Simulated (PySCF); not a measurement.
**Excitation energy of Au by level of theory**

Au [Xe] 4f14 5d10 6s1 (2S) → Au [Xe] 4f14 5d10 6p1 (2P), as a difference of total energies. Calculation: PySCF 2.14, in aug-cc-pwCVTZ-PP with ECP60MDF (8s8p7d4f3g, 122 functions); scalar relativity through the core potential. Correlated levels: valence: 5s2 5p6 frozen; valence and next inner shell: nothing frozen outside the core potential. The calculations carry no spin-orbit coupling.

| method | excitation energy (cm⁻¹) | error (cm⁻¹) |
| --- | --- | --- |
| UHF | 33995 | -5908 |
| LDA | 42705 | +2803 |
| PBE | 40960 | +1057 |
| PBE0 | 39956 | +53 |
| r2SCAN | 41178 | +1276 |
| revPBE | 40557 | +654 |
| MN15 | 41715 | +1812 |
| PW91 | 41183 | +1280 |
| MP2 (valence) | 41543 | +1640 |
| SCS-MP2 (valence) | 40822 | +920 |
| MP2 (valence and next inner shell) | 42645 | +2742 |
| SCS-MP2 (valence and next inner shell) | 41553 | +1650 |

Reference: 39903 cm⁻¹ (measured; NIST levels, between the centres of gravity of the two terms).

Errors of the correlated levels include the incompleteness of this basis and the frozen core.
